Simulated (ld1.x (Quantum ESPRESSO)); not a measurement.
**carbon (C), RRKJ: configuration errors across variants**

carbon, norm-conserving RRKJ (Kleinman–Bylander form), made with ld1.x (Quantum ESPRESSO) 7.5 (BLYP, scalar-relativistic). Core [He], reference 2s2 2p2. Waves: 2s (bound): rc 1.00 bohr; 2p (bound): rc 3.00 bohr. Local part: the p channel. Core correction: Bessel-smoothed model core, default radius (core density twice the valence density). rho0 = 0.005.

All-electron excitation energies from the reference (eV): (1) 2s2 2p1 10.829; (2) 2s2 2p0 35.005; (3) 2s1 2p0 83.159; (4) 2s1 2p3 8.389; (5) 2s2 2p1.5 3.942; (6) 2s2 2p2.3 -1.144; (7) 2s0 2p4 16.809.

Errors AE − PS in meV (a dash: test not solved or not reliable):

| change | (1) | (2) | (3) | (4) | (5) | (6) | (7) | bound ghosts |
| --- | --- | --- | --- | --- | --- | --- | --- | --- |
| base | +128 | +1203 | +2329 | -34 | +16 | -0.3 | -129 | none |
| wave 2p (bound): rc 3.00 bohr becomes 2p (bound): rc 1.92 bohr | +13 | +208 | +470 | +0.1 | +0.7 | -0.3 | +3.3 | none |
| wave 2p (bound): rc 3.00 bohr becomes 2p (bound): rc 2.96 bohr | +115 | +1106 | +2152 | -30 | +13 | -0.4 | -114 | none |
| wave 2p (bound): rc 3.00 bohr becomes 2p (bound): rc 3.42 bohr | +214 | +1772 | +3374 | -60 | +30 | +0.8 | -230 | none |
| wave 2p (bound): rc 3.00 bohr becomes 2p (bound): rc 4.02 bohr | +364 | +2641 | +4976 | -112 | +57 | +4.3 | -427 | none |
| wave 2p (bound): rc 3.00 bohr becomes 2p (bound): rc 4.50 bohr | +528 | +3499 | +6576 | -177 | +90 | +10 | -677 | none |

Q: Give the same row for: wave 2p (bound): rc 3.00 bohr becomes 2p (bound): rc 2.38 bohr.

A: +39, +481, +993, -7.9, +3.2, -0.6, -28; bound ghosts: none.
